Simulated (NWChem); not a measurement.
System: C₃H₄O; SMILES C1=COC1

Input file for NWChem:

```
start job
memory heap 200 mb stack 900 mb global 1100 mb
geometry units angstroms noautoz
  C     -0.503660    -0.931966     0.000000
  C      0.797294    -0.553841     0.000000
  O      0.629254     0.821730     0.000000
  C     -0.819955     0.545809     0.000000
  H     -1.076291    -1.863447     0.000000
  H      1.806774    -0.993198     0.000000
  H     -1.292078     0.971210    -0.910662
  H     -1.292078     0.971210     0.910662
end
basis spherical
  C library def2-svp
  O library def2-svp
  H library def2-svp
end
dft
  xc b3lyp
  iterations 150
  mulliken
end
task dft energy
```

All runs use the structure optimised with PBE-D3(BJ)/def2-SVP.

Q: What results follow from this input? (B3LYP/def2-SVP.) Quantities: basis functions; energy (Ha); highest occupied level (eV); orbital gap (eV); dipole (D).

A: 
```yaml
number_of_basis_functions: 76
energy (Ha): -191.72
highest occupied level (eV): -6.23
orbital gap (eV): 6.60
dipole (D): 1.26
```
